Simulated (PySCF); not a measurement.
**Computed structure and properties of CeH4**

System: CeH4 (singlet); start: template (Td). Method: PySCF 2.14.0, RKS PBE0, Ce lcecp-2-SVP with ECP46, H def2-SVP; non-relativistic Hamiltonian with scalar-relativistic core potentials where named; density fitting; no spin-orbit coupling.

Input of the relaxation:

```python
mol = gto.M(atom='''
Ce     0.00000    -0.00000     0.00000
H      1.23990     1.23990     1.23990
H     -1.23990    -1.23990     1.23990
H      1.23990    -1.23990    -1.23990
H     -1.23990     1.23990    -1.23990''',
    basis={'Ce': 'lcecp-2-SVP', 'H': 'def2-SVP'},
    ecp={'Ce': 'lcecp-2-SVP'},
    charge=0, spin=0)
mf = dft.RKS(mol, xc='PBE0')
mf.grids.atom_grid = (50, 194)  # f atoms: unpruned, at least (60, 302)
mf = mf.density_fit()  # fitting sets: Ce AutoAux, H def2-universal-JKFIT
mf.conv_tol = 1e-08; mf.max_cycle = 55
mf.kernel(dm0)  # dm0: converged density of the start geometry
# quasi-Newton relaxation in Cartesian coordinates to a largest gradient under 0.00045 Eh/bohr, steps kept in the point group
```

Run from Python with OMP_NUM_THREADS=2; the lines above give its settings. Where DIIS fails, smearing, a level shift and second-order steps follow.
It took 5.5 s on 2 threads of Arm Neoverse V1, on a shared host, from the converged density of the start.

Course of the relaxation:

```tsv
step	energy above end (eV)	largest force component within the symmetry (eV/Å)
0	0.5273	0.798
1	0.2268	0.562
2	0.0021	0.062
3	0.0001	0.011
4	0.0000	0.000
```

Relaxed geometry (Td):

```xyz
5

Ce    0.0000    0.0000    0.0000
H     1.1400    1.1400    1.1400
H    -1.1400   -1.1400    1.1400
H     1.1400   -1.1400   -1.1400
H    -1.1400    1.1400   -1.1400
```

| contact | Å |
| --- | --- |
| Ce1–H2 (H) | 1.975 |
| Ce1–H3 (H) | 1.975 |
| Ce1–H4 (H) | 1.975 |
| Ce1–H5 (H) | 1.975 |

On the finer grid (75, 302):

The HOMO is not given (4f levels lie in the core), the LUMO is not given (4f levels lie in the core) and the dipole about the centre of mass is 0.00 D. The set of Mulliken populations of Ce1 outside the core potential is s 2.59, p 6.09, d 2.14, f 0.05 and the D3(BJ) dispersion energy (not in the energies) is -0.047 eV.

| atom | Mulliken (e) | Löwdin (e) | spin (e) |
| --- | --- | --- | --- |
| Ce1 | 1.14 | 0.83 | 0.00 |
| H2 | -0.28 | -0.21 | 0.00 |
| H3 | -0.28 | -0.21 | 0.00 |
| H4 | -0.28 | -0.21 | 0.00 |
| H5 | -0.28 | -0.21 | 0.00 |

The large-core potential holds the 4f shell empty.

On the grid (50, 194), as all that follows. Harmonic modes: a minimum; lowest 526 cm⁻¹ (negative: unstable), highest 1690 cm⁻¹, zero-point energy 0.572 eV.

Taking off one H (charge -1, singlet; the rest: singlet) in vacuum, both parts rigid, costs 10.53 eV; the small basis without counterpoise inflates it. Most of it is the attraction of opposite charges; other ways to part are cheaper, and one spin state was tried for the rest.

Rigid scan of H along the line from its metal:

distance to H2 (Å), energy (eV) and a bar:
```
     1.67      0.628 #######
     1.77      0.247 ###
     1.87      0.055 #
     1.97      0.000 
     2.07      0.043 
     2.17      0.155 ##
     2.37      0.500 #####
     2.67      1.134 ############
     3.07      1.972 #####################
     3.57      2.859 ##############################
```

One start shape was tried, so this needn't be the lowest isomer.
